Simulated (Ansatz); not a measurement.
Abridged output of a molecular run in Ansatz:

```
Functional definition: HF
1278 factors; integrals over basis functions are off by at most 8.3e-4 eV
mean field evaluation 1: about -63977.6813 eV, gradient 4.5e1 eV
mean field evaluation 2: about -63977.9257 eV, gradient 4.5e1 eV
mean field evaluation 4: about -63981.7948 eV, gradient 3.9e0 eV
mean field evaluation 8: about -63981.8492 eV, gradient 3.7e-1 eV
mean field -63981.84955864 eV, -2351.2896028247 hartree, gradient 3.1e-6 eV, S^2 0.000000; 0 other end points of the search recorded, 0 dependent functions left out
13 core orbitals not correlated: weight in the atoms' cores, before any rotation towards them, 1.000 or more for the frozen orbitals, at most 0.000 for the correlated occupied ones
reference -63981.84955864 eV, -2351.2896028247 hartree; 19, 19 occupied and 168, 168 virtual orbitals, 1278 factors
second order -28.39614779 eV of doubles, -0.00000000 eV of singles
cycle   1  -27.65201055 eV  change    7.4e-1 eV  update   1.3e-1
cycle   2  -28.39246289 eV  change   -7.4e-1 eV  update   3.9e-2
cycle   3  -28.55260813 eV  change   -1.6e-1 eV  update   1.9e-2
cycle   4  -28.54001144 eV  change    1.3e-2 eV  update   5.1e-3
cycle   5  -28.53890584 eV  change    1.1e-3 eV  update   2.2e-3
cycle   6  -28.54154778 eV  change   -2.6e-3 eV  update   6.6e-4
cycle   7  -28.54192877 eV  change   -3.8e-4 eV  update   2.4e-4
cycle   8  -28.54185402 eV  change    7.5e-5 eV  update   6.6e-5
cycle   9  -28.54187726 eV  change   -2.3e-5 eV  update   2.3e-5
perturbative correction -1.10072602 eV, -0.0404509351 hartree
Total energy: -64011.49216192 eV, -2352.3789484027 hartree
```

Its atoms:

Cartesian coordinates in Å:
```
C 0.8534 1.8447 -0.0760
C 0.3575 0.7491 -0.0302
Ge -0.3545 -0.9870 0.0467
F -1.4690 -1.0538 1.3547
F -1.3082 -1.2400 -1.3618
H 1.2834 2.8199 -0.1174
H 0.6375 -2.1329 0.1839
```

Which basis set was used?
A. def2-TZVPP
B. cc-pV(Q+d)Z
C. def2-SVPD
D. def2-QZVPP

A. It gives 200 functions.

Write the keys of the input that set method, charge and spin (a neutral closed shell needs none for the last two).


```yaml
correlation: {method: ccsd_t}
```
